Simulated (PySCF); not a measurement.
Tautomers of CC=N. All species are isolated molecules in the gas phase. One relaxed conformer stands for each flexible species; it need not be the lowest. Strings in code marks are SMILES.

Quantity: vertical ionisation energy (energy after one electron is removed minus that of the parent at the parent's geometry), in eV.

Case: `C=CN`. Geometry of `C=CN` (neutral, multiplicity 1, Å):

```xyz
8

C      1.1536    -0.3239     0.0407
C      0.0649     0.4392    -0.0630
N     -1.2433    -0.0006    -0.2072
H      2.1342     0.1254     0.0745
H      1.0953    -1.4053     0.0761
H      0.1618     1.5192    -0.0996
H     -1.4103    -0.9674     0.0271
H     -1.9562     0.6134     0.1515
```

Task: Estimate the vertical ionisation energy (energy after one electron is removed minus that of the parent at the parent's geometry) that PBE-D3(BJ)/def2-TZVP // B3LYP-D3(BJ)/def2-TZVP (PySCF) returns for this input.

Result: 8.33 eV.
